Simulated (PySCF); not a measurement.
A calculated (PBE, PySCF 2.14, aug-cc-pV5Z, no relativity, point nucleus) atom or ion has these occupied shells.

| shell | electrons | orbital energy (eV) | rms radius, mean of both spins (bohr) |
| --- | --- | --- | --- |
| 1s β | 1 | -193.83 | 0.383 |
| 1s α | 1 | -193.60 | 0.383 |
| 2s β | 1 | -19.638 | 1.93 |
| 2p α | 1 | -13.879 | 2.04 |

Name the element and its charge.

B⁺ (boron, charge +1), in [He] 2s1 2p1, 2s spin antiparallel (an excited configuration).
